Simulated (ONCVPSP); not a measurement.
Ranking ONCV potentials for N (Z = 7)

All share these settings but for the change named:

- Element: nitrogen (N)
- Generator: ONCVPSP 4.0.1
- Type: optimised norm-conserving Vanderbilt (ONCV)
- Functional: PBE
- Relativity: fully relativistic
- Frozen core: [He]
- Valence charge: 5
- Reference configuration: 2s1.75 2p3.25
- Partial waves: 2s: rc 0.90 bohr, ncon 4, nbas 8, qcut 5.8 1/bohr, local; 2p: rc 1.65 bohr, ncon 5, nbas 8, qcut 9.5 1/bohr, 2 projectors, debl 2.7 Ha
- Local potential: the s channel
- Core correction: polynomial model core, fcfact 0.75

Open shells are filled in proportion to 2j + 1.

Test errors are all-electron minus pseudo excitation energies from the reference, over 2s2 2p3; 2s2 2p2; 2s2 2p1; 2s2 2p2.5. None of these files shows a bound ghost.

The base gives 155.9 meV.

Of 9 variants that were run, those that failed, showed a ghost or another fault, or gave nearly equal values are left out.

A variant can come out equal or close to the base, since the largest error may sit in a test that the change hardly touches while other tests move.

Q: Rank these variants by their largest absolute test error, smallest first.
A. all radii but the core radius scaled by about 1.09 (s 0.98, p 1.80 bohr)
B. s: qcut 3.7; p: qcut 6.1
C. p: debl 1.8

A: C (155.9 meV), A (218.2 meV), B (293.9 meV).
